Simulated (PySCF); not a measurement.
Excitations are Tamm–Dancoff values on a coarser integration grid. The basis has no diffuse functions, so Rydberg states are missing or too high.

# H₃BS₃, SMILES `SB(S)S` (charge 0, multiplicity 1)

Computed with PySCF with PBE-D3(BJ)/def2-TZVP.

```
Property                                                     Result
-------------------------------------------  ----------------------
HOMO                                                       -6.35 eV
dipole moment                                                1.58 D
HOMO–LUMO gap                                               4.70 eV
LUMO                                                       -1.65 eV
S1 excitation (TDA)                                         4.78 eV
S1 oscillator strength                                        0.000
brightest of the four lowest singlets (TDA)                 5.62 eV
T1 excitation (TDA)                                         4.44 eV
S1–T1 gap (TDA)                                             0.33 eV
total energy                                          -1220.8165 Ha
cost                                         roughly 6 core-minutes
```

```xyz
7

S     -0.2765     1.4075     0.5460
B      0.2340    -0.1818    -0.1550
S     -0.7459    -1.7064    -0.2031
S      1.8869    -0.3141    -0.8963
H     -1.5146     1.0513     0.9621
H     -1.8483    -1.2228     0.4135
H      2.2644     0.9662    -0.6671
```
Charge 0, spin multiplicity 1.
